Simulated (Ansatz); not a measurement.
CH$_{9}$GeNOSi (`C[N]([GeH3])[SiH2]O`), relaxed with RKS PBE0-D4/def2-TZVP in the Gaussian-basis code of Ansatz from a GFN2-xTB geometry. The force threshold is 0.005 eV/Å; the program also tests the step.

Total charge 0; spin multiplicity 1.

Start:

```xyz
14

C     0.260    0.099    1.680
N    -0.049   -0.093    0.275
Ge   -1.378    0.994   -0.354
Si    1.193   -0.744   -0.744
O     0.544   -1.139   -2.175
H     0.837   -0.745    2.055
H    -0.667    0.176    2.255
H     0.840    1.012    1.854
H    -1.021    2.451   -0.225
H    -1.665    0.648   -1.776
H    -2.570    0.729    0.524
H     2.234    0.193   -1.154
H     1.693   -1.914   -0.018
H    -0.252   -1.666   -2.199
```

How much energy does the relaxation release, and in how many steps? (Estimate.)

The calculation gave: 16.48 kJ/mol, in 30 steps, 2 of them rejected.

Which bonds change most? (An estimate is asked.)

Computed: Ge3–H10 from 1.491 to 1.533 Å; Ge3–H11 from 1.504 to 1.542 Å; Ge3–H9 from 1.507 to 1.541 Å; Si4–O5 from 1.621 to 1.650 Å.

Give the relaxed structure. (Best estimate.)

The calculation gave: 
```xyz
14

C     0.100   -0.121    1.589
N     0.108    0.224    0.175
Ge   -1.148    1.475   -0.339
Si    1.032   -0.678   -0.948
O     0.297   -1.990   -1.628
H     0.957   -0.755    1.832
H    -0.808   -0.659    1.889
H     0.176    0.774    2.217
H    -0.906    2.755    0.483
H    -0.974    1.728   -1.840
H    -2.565    0.950   -0.031
H     1.332    0.186   -2.110
H     2.246   -1.130   -0.212
H     0.152   -2.759   -1.076
```
